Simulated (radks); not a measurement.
Species: the samarium ion Sm+. Configuration: [Xe] 4f6 6s1.

Method: Dirac Kohn-Sham, LDA (Slater exchange, Perdew-Wang correlation), spin-unpolarised, spherical densities, point nucleus; open shells fill j = l - 1/2 first; computed with a radial shooting solver on a logarithmic mesh with Libxc functionals.

Energy parts (hartree):
part                       energy
total                 -10427.1221
kinetic                11304.7326
electron-nucleus      -25544.8863
Hartree                 4041.9815
exchange-correlation    -228.9498

Orbitals (lengths in bohr, moments of r in powers of bohr; <r^-3> diverges for s and p1/2):
orbital  occ.  eigenvalue (hartree)      <r^4>      <r^2>  <r^-3>
1s1/2       2             -1712.313  1.320e-06  0.0007057       -
2s1/2       2             -279.8899  0.0002118    0.01106       -
2p1/2       2             -265.4047  0.0001316   0.008054       -
2p3/2       4             -243.2762  0.0001697   0.009296    8881
3s1/2       2             -61.46319   0.008366    0.07434       -
3p1/2       2             -55.21826   0.007653    0.06946       -
3p3/2       4             -50.73980   0.009264    0.07668    1853
3d3/2       4             -39.87317   0.006812    0.06164   309.3
3d5/2       6             -38.89948   0.007228    0.06367   277.2
4s1/2       2             -12.36749     0.2099     0.3794       -
4p1/2       2              -9.97446     0.2415     0.4012       -
4p3/2       4              -8.98598     0.2926     0.4416   409.5
4d3/2       4              -5.04245     0.4333     0.5145   57.40
4d5/2       6              -4.86603     0.4613     0.5307   50.75
5s1/2       2              -1.81834      7.476      2.238       -
5p1/2       2              -1.17553      13.03      2.886       -
5p3/2       4              -1.04395      16.64      3.253   53.64
4f5/2       6              -0.32834      6.705      1.384   6.271
6s1/2       1              -0.31845      417.8      16.76       -
4f7/2       0              -0.30848      7.559      1.450   6.031
5d3/2       0              -0.27762      162.7      9.280   2.847
5d5/2       0              -0.26916      178.2      9.726   2.449
6p1/2       0              -0.20900      958.8      25.31       -
6p3/2       0              -0.19625       1143      27.71   5.333

The highest occupied level is 6s1/2 at -8.665 eV. For comparison, the ionisation energy in NIST's Atomic Spectra Database is 11.08 eV (semi-empirical). In exact Kohn-Sham theory the highest level is minus the ionisation energy, but local and semilocal functionals leave it too shallow, through self-interaction and a potential that decays too fast; potentials with the right tail come closer. The density falls to 0.001 e/bohr^3 at r = 4.53 bohr.

Beside tabulated values, note that spin-unpolarised runs miss the spin-polarisation part of the exchange energy of open shells.
